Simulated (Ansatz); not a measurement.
The cluster Sn₆Te₁₂, relaxed as a singlet with RKS PBE-D4/def2-SVP in Ansatz, starting from packed atoms. Force threshold 0.03 eV/Å.

In the def2 sets Sn, Te take a core potential; there is no spin–orbit coupling. Single mean-field runs in def2-SVP are fitted with def2-universal-jkfit. The restricted singlet is unstable towards broken spin symmetry in Hartree–Fock (as tested in another run); at PBE-D4/def2-SVP this wasn't settled. The structure comes from a short search, and lower isomers may exist.

Start:

```xyz
18

Sn   -1.3737   -1.0193    0.4346
Sn   -3.0792    2.0076    2.0205
Sn    3.5210   -1.4087   -1.0509
Sn    0.6470    2.2151    0.7698
Sn   -0.6359    0.1379   -2.8943
Sn    0.9281   -3.5178   -1.0401
Te   -1.4606    4.2743    1.9341
Te    5.6041   -0.5789    0.7815
Te    1.8054   -0.1973   -4.1692
Te   -0.8961    0.6791    2.6571
Te    1.1386    3.2994   -1.8946
Te    0.8003   -2.7560    1.6165
Te   -3.8634   -0.8393    1.5035
Te   -1.5560    1.6294   -0.4939
Te   -2.5725   -1.4546   -2.1714
Te    1.9668    2.1618    3.4986
Te   -1.9961   -4.2647   -0.7127
Te    1.0220   -0.3680   -0.7890
```

Q: Estimate the energy that the relaxation releases and the steps that it takes.

A: 230.2 kcal/mol, in 22 steps; 98 s on 2 threads of AMD EPYC 7R13 on a shared host and a share (18 GiB) of an NVIDIA H100 80GB HBM3. No frequencies were taken in this run, so the end may be a saddle point.

Q: Does the start keep its bonding and symmetry?

A: Bonds lost: Sn1–Te15, Sn4–Te10, Sn4–Te18, Sn5–Te14, Sn5–Te18 (atoms count from 1). Bonds formed: Sn3–Te9, Sn5–Te11, Te7–Te14, Te8–Te18, Te9–Te11, Te14–Te15 (atoms count from 1).

Q: Predict the relaxed structure.

A: 
```tsv
atom	x (Å)	y (Å)	z (Å)
Sn1	-1.434	-1.138	1.122
Sn2	-3.480	1.592	2.565
Sn3	3.331	-2.354	-2.110
Sn4	0.159	3.276	0.325
Sn5	0.058	1.105	-3.884
Sn6	1.036	-3.837	-0.629
Te7	-2.266	4.384	1.238
Te8	4.461	-0.840	0.062
Te9	2.755	-0.043	-3.835
Te10	-0.970	0.503	3.565
Te11	1.895	1.999	-1.798
Te12	1.054	-2.799	2.063
Te13	-3.675	-1.403	2.845
Te14	-2.284	1.772	-0.344
Te15	-2.038	-0.484	-2.536
Te16	1.330	1.900	2.549
Te17	-1.639	-3.050	-1.474
Te18	1.707	-0.586	0.275
```
Bond lengths (bridged metal pairs left out): 20 × Sn–Te 2.82 to 3.32 Å; 7 × Te–Te 2.77 to 3.15 Å; 1 × Sn–Sn 3.11 Å.
